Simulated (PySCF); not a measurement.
All values below come from r2SCAN-D4/def2-TZVP in PySCF 2.14.0. Isolated molecules, 0 K electronic values unless said otherwise. One relaxed conformer stands for a flexible species; it need not be the lowest. Excitations are Tamm–Dancoff values on a coarser integration grid. The basis has no diffuse functions, so Rydberg states are missing or too high.

Reference species (SMILES): `[NH2][Ga]([NH2])[SiH3]` (neutral, multiplicity 1).

- LUMO = -0.99 eV
- brightest of the four lowest singlets (TDA) = 5.22 eV
- T1 excitation (TDA) = 4.24 eV

Changed species: `[NH2][Ga]([NH2])[NH2]` (0 of 3 NH2 replaced by SiH3; the reference has 1 of 3 NH2 replaced by SiH3).

Task: Predict the effect on the LUMO, brightest of the four lowest singlets (TDA) and T1 excitation (TDA).

Result: the LUMO rises by 0.81 eV, to -0.18 eV; the brightest of the four lowest singlets (TDA) goes up by 1.85 eV, to 7.07 eV; the T1 excitation (TDA) goes up by 0.83 eV, to 5.07 eV.
